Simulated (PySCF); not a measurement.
# methylethylisopropylamine (SMILES CCN(C)C(C)C)

Geometry (Å), atoms numbered from 1 in this order:
```xyz
22

C    -2.3029   -0.8872   -0.1504
C    -0.9840   -0.5217    0.5122
N    -0.1515    0.3261   -0.3167
C    -0.5963    1.6938   -0.3469
C     1.2892    0.1810   -0.1275
C     1.7821   -1.1667   -0.6408
C     1.7722    0.4479    1.3008
H    -2.9295   -0.0022   -0.3391
H    -2.1204   -1.3805   -1.1167
H    -2.8845   -1.5691    0.4887
H    -0.4328   -1.4506    0.7221
H    -1.1849   -0.0593    1.5053
H    -1.6426    1.7509   -0.6831
H     0.0065    2.2722   -1.0639
H    -0.5421    2.2122    0.6378
H     1.7397    0.9515   -0.7775
H     1.3998   -1.3488   -1.6555
H     1.4561   -1.9994    0.0024
H     2.8820   -1.1909   -0.6672
H     2.8716    0.4316    1.3526
H     1.4363    1.4309    1.6648
H     1.3978   -0.3171    1.9995
```

Method: PySCF 2.14.0, quadratic response CAM-B3LYP/aug-cc-pVDZ first hyperpolarisability, Taylor convention, gas phase. Geometry: PBE0-D3(BJ)/def2-SVP.

**Question.** Give the tensor of the second harmonic β(−2ω;ω,ω) at 1064 nm in the axes of these coordinates.

**Answer.** In au, Taylor convention; rows are the first index (the induced dipole):
|  | xx | yy | zz | xy | xz | yz |
| --- | --- | --- | --- | --- | --- | --- |
| x | -5.7 | +41.5 | +52.1 | +36.8 | -75.2 | -0.2 |
| y | +37.1 | -64.2 | +6.1 | +40.3 | -0.1 | -43.6 |
| z | -74.7 | -46.2 | -95.3 | -0.1 | +52.2 | +4.4 |

Norm of βᵢ = ⅓ Σⱼ (βᵢⱼⱼ + βⱼᵢⱼ + βⱼⱼᵢ): 232.9 au, hyper-Rayleigh value 96.1 au.
